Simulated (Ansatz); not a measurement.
Ansatz (an electronic-structure program) input (CCSD(T)/aug-cc-pV(D+d)Z):
A basis named .json is the Basis Set Exchange file of that set.

Ansatz 0.2 input:
```yaml
crystal:
  periodic: [false, false, false]
  atoms:
    - {symbol: Si, position_ang: [0.26425806, -0.15645899, 0.31984687]}
    - {symbol: Cl, position_ang: [1.22933227, 1.33796932, 1.43829372]}
    - {symbol: Cl, position_ang: [1.49935078, -0.42902873, -1.34623474]}
    - {symbol: O, position_ang: [-1.19676098, 0.30373625, -0.05673706]}
    - {symbol: Si, position_ang: [-2.60805731, -0.77671437, -0.46072102]}
    - {symbol: H, position_ang: [0.39623919, -1.38670208, 1.11269319]}
    - {symbol: H, position_ang: [-2.62164370, -1.53886171, 0.88599927]}
    - {symbol: H, position_ang: [-1.77492968, -1.89188920, -1.13756087]}
basis:
  gaussian:
    orbitals: aug-cc-pV_D+d_Z.json
total_charge: -1
magnetization: {spin_polarized: false}
correlation: {method: ccsd_t, electrons: outside_noble_gas}
```

Output:

```
Functional definition: HF
integrals: 0.71 GiB planned
1764 factors; integrals over basis functions are off by at most 5.6e-4 eV
mean field: 1.33 GiB planned
mean field evaluation 1: about -42819.7667 eV, gradient 3.0e1 eV
mean field evaluation 2: about -42819.8987 eV, gradient 3.0e1 eV
mean field evaluation 4: about -42822.4632 eV, gradient 3.7e0 eV
mean field evaluation 8: about -42822.5283 eV, gradient 3.4e-1 eV
mean field evaluation 16: about -42821.6241 eV, gradient 1.8e1 eV
mean field -42822.52949754 eV, -1573.6989328816 hartree, gradient 5.6e-6 eV, S^2 0.000000; 0 other end points of the search recorded, 0 dependent functions left out
21 core orbitals not correlated
reference -42822.52949754 eV, -1573.6989328816 hartree; 16, 16 occupied and 141, 141 virtual orbitals, 1764 factors
second order -19.40062539 eV of doubles, -0.00000000 eV of singles
coupled cluster: 1.80 GiB planned
cycle   1  -20.26645067 eV  change   -8.7e-1 eV  update   1.2e-1
cycle   2  -20.78767195 eV  change   -5.2e-1 eV  update   3.6e-2
cycle   3  -20.92448374 eV  change   -1.4e-1 eV  update   2.0e-2
cycle   4  -20.91864904 eV  change    5.8e-3 eV  update   4.8e-3
cycle   5  -20.91522728 eV  change    3.4e-3 eV  update   2.3e-3
cycle   6  -20.91554280 eV  change   -3.2e-4 eV  update   7.9e-4
cycle   7  -20.91550309 eV  change    4.0e-5 eV  update   3.6e-4
cycle   8  -20.91546496 eV  change    3.8e-5 eV  update   1.3e-4
cycle   9  -20.91552027 eV  change   -5.5e-5 eV  update   5.9e-5
cycle  10  -20.91552664 eV  change   -6.4e-6 eV  update   2.6e-5
perturbative correction -0.69284225 eV, -0.0254614831 hartree
Total energy: -42844.13786643 eV, -1574.4930257916 hartree
```

It need not be the lowest isomer of its formula. Whether it binds its extra electron was not tested at this geometry.
